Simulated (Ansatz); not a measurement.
Reaction (silylene formation by 1,1-elimination): `[NH2][AlH][SiH](F)[SiH3]` → `[NH2][AlH][SiH3]` + `F[SiH]`

Computed with Ansatz on PBE0-D4/def2-TZVP structures; ΔE is electronic, products minus reactants. CCSD(T)/CBS is the MP2 limit (def2-TZVPP, def2-QZVPP) plus CCSD(T) − MP2 in def2-TZVPP, frozen cores. This one scheme is used for every species. DFT in def2-TZVPP. Each species was taken in one conformer, which may not be the lowest.

| level | ΔE (kcal/mol) |
| --- | --- |
| PBE-D4 | 47.9 |
| r2SCAN-D4 | 50.8 |
| HF/def2-TZVPP | 41.1 |
| HF/CBS(def2) | 41.0 |

Question: What does CCSD(T)/CBS give? (Estimate.)

Answer: The calculation gave: +45.5 kcal/mol. The listed levels differ from it by 2.4, 5.3, -4.4, -4.5 kcal/mol.

Largest T1 diagnostic among the species: 0.015.

The D4 term adds +3.3 kcal/mol with B3LYP and +1.8 kcal/mol with PBE0; it sums over pairs of atoms, weighted by their polarisabilities, and B3LYP, whose exchange is more repulsive, gets the larger term. From PBE to PBE0 (25 % exact exchange), in def2-TZVPP and without D4, ΔE moves by +2.2 kcal/mol.

B3LYP here is the variant with VWN-RPA as its local correlation; programs differ in this.
